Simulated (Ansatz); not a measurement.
A structure relaxed at r2SCAN-D4/def2-SVPD in Ansatz, charge -1, doublet:

```xyz
5

Au    0.894    2.344   -0.662
Au    0.928    0.181    1.526
Si   -0.912   -1.310    1.122
Si   -1.383   -1.254   -1.111
Si    0.473    0.039   -0.875
```

Problem. Give its formula.

Solution. the cluster Si3Au2⁻.

Problem. Summarise the bond lengths by kind (pairs closer than 1.2 times the sum of covalent radii, bridged metal pairs left out).

Solution. 3 × Au–Si 2.35 to 2.45 Å; 2 × Si–Si 2.27 to 2.28 Å; 1 × Au–Au 3.08 Å.

In the def2 sets Au takes a core potential; there is no spin–orbit coupling. Another isomer (doublet) lies 0.08 eV lower at PBE0-D4/def2-TZVPD; other spin states weren't run for this one.
